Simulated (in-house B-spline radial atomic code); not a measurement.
## BHandHLYP excitations of Kr VII (Kr6+)

Method: BHandHLYP. Computed with a B-spline radial code for spherical atoms: linear response of the closed shell [Ar] 3d10 4s2 with the functional's adiabatic kernel; non-relativistic, point nucleus, no spin-orbit coupling, no double excitations, S, P, D and F terms only; shells from n = 2 respond. Only terms of natural parity with L up to 3 were computed.

Without relativity these are model numbers for so heavy an element.

Command:
```bash
python run_td.py task.json out
```
Settings (radii: box in bohr, nucleus in fm):
```
Z                        36
electrons                30
configuration            [Ar] 3d10 4s2
hamiltonian              nr
method                   bhandhlyp
box_radius               14.35
intervals                53
```

Time taken, with all properties: 0.9 s on 1 thread of Intel(R) Xeon(R) Platinum 8488C (Sapphire Rapids) (shared host).

The lowest states, in the order of their Tamm-Dancoff energies; the method's threshold (minus the highest occupied level) is 103.79 eV. Labels give the largest channel, * marks a mixed state, and oscillator strengths are full-response dipole values. Semilocal kernels can invert the small singlet-triplet splittings of Rydberg terms. Energies in eV:

| state | full response | Tamm-Dancoff | oscillator strength |
| --- | --- | --- | --- |
| 4s → 4p 3P | 13.432 | 13.734 | - |
| 4s → 4p 1P | 20.010 | 20.692 | 1.49 |
| 4s → 4d 3D | 40.46 | 40.50 | - |
| 4s → 4d 1D | ? | ? | - |
| 4s → 5s 3S | 52.40 | 52.41 | - |
| 4s → 5s 1S | 53.92 | 53.96 | - |
| 4s → 5p 3P | 58.85 | 58.86 | - |
| 4s → 5p 1P | ? | ? | ? |
| 4s → 4f 3F | 62.22 | 62.24 | - |
| 4s → 4f 1F | 63.40 | 63.40 | - |

Task: Where does 4s → 5p 1P lie?

Result: At 59.61 eV in full response, 59.65 eV in Tamm-Dancoff, oscillator strength 0.109.

Task: Where does 4s → 4d 1D lie?

Result: At 43.09 eV in full response, 43.13 eV in Tamm-Dancoff.

Task: How large is the singlet-triplet splitting of 4s → 4p (P terms) in Tamm-Dancoff?

Result: 6.96 eV, from the unrounded values.

Task: What polarisabilities and dispersion coefficient does the method give?

Result: Dipole 3.019 bohr³, quadrupole 3.338 bohr⁵, C6 5.911 hartree·bohr⁶ for two such species.
